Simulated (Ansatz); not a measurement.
The same path of C$_{2}$H$_{2}$FSi (6 atoms, charge 0, multiplicity 2) was run twice with different band settings. Lost on the way: C4–H6. Made: C3–H6.

These are results of UKS PBE0/def2-SVP in Ansatz, not measurements.

Relaxed end points:

```xyz
6
Properties=species:S:1:pos:R:3
F -1.370 -1.292 -0.812
Si -0.290 -0.100 -0.636
C 1.318 -0.380 0.144
C 0.509 0.240 0.986
H -0.603 0.892 -1.683
H 0.435 0.639 2.001
```

```xyz
6
Properties=species:S:1:pos:R:3
F -1.171 -1.411 -0.922
Si -0.430 -0.018 -0.560
C 0.713 0.120 0.874
C -0.462 0.674 1.111
H -0.337 0.736 -1.824
H 1.688 -0.101 1.321
```

Common settings: movable images 5; climbing image yes; optimiser quadratic models (default); start path through a guess of the saddle point; force threshold 0.03 eV/Å; iteration limit 60; end points relaxed.

| run | spring |
| --- | --- |
| 1 | 5.0 eV/Å² |
| 2 | 0.1 eV/Å² |

Question: What does each run give, and how far can it be trusted?

Answer: Run 1: converged after 11 iterations, highest image 2.259 eV above the first end. A vibrational analysis at the climbing image gives one clearly imaginary mode, 831i cm⁻¹: a first-order saddle point.
Run 2: converged after 10 iterations, highest image 2.259 eV above the first end. Another band between the same ends (5 images) ends at a top of the same energy, where a vibrational analysis finds 1 clearly imaginary mode.
